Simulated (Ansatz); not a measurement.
Start from `FC(F)=CCl` and change one atom or group to get `F/C(=C/Cl)C[SiH3]`.

Ansatz, PBE0-D4/def2-TZVP geometries, multiplicity 1. Each molecule was computed in one conformer, which needn't be the lowest.

```csv
property,`FC(F)=CCl`
LUMO energy (ωB97M-V/def2-TZVPP) / eV,2.42
HOMO energy (ωB97M-V/def2-TZVPP) / eV,-9.62
LUMO energy (B3LYP/def2-TZVPP) / eV,-0.11
size of the dipole moment (B3LYP/def2-TZVPP) / D,0.98
size of the dipole moment (ωB97M-V/def2-TZVPP) / D,0.98
size of the dipole moment (PBE/def2-TZVPP) / D,0.90
```

Question: Give the same properties after the change, and the shifts. (Estimate.)

Answer: The calculation gave: 
```json
{"property": "LUMO energy (ωB97M-V/def2-TZVPP) / eV", "`F/C(=C/Cl)C[SiH3]`": "1.92", "shift": "-0.50"}
{"property": "HOMO energy (ωB97M-V/def2-TZVPP) / eV", "`F/C(=C/Cl)C[SiH3]`": "-9.12", "shift": "0.50"}
{"property": "LUMO energy (B3LYP/def2-TZVPP) / eV", "`F/C(=C/Cl)C[SiH3]`": "-0.29", "shift": "-0.18"}
{"property": "size of the dipole moment (B3LYP/def2-TZVPP) / D", "`F/C(=C/Cl)C[SiH3]`": "0.86", "shift": "-0.12"}
{"property": "size of the dipole moment (ωB97M-V/def2-TZVPP) / D", "`F/C(=C/Cl)C[SiH3]`": "0.88", "shift": "-0.10"}
{"property": "size of the dipole moment (PBE/def2-TZVPP) / D", "`F/C(=C/Cl)C[SiH3]`": "0.82", "shift": "-0.08"}
```

With PBE0 the HOMO rises by 0.46 eV and the LUMO falls by 0.25 eV, so the gap narrows by about 0.71 eV. PBE moves the HOMO by 0.34 eV and ωB97M-V by 0.50 eV. Dipoles are sizes alone; their direction can turn.

B3LYP here is the variant with VWN-RPA as its local correlation; programs differ in this.
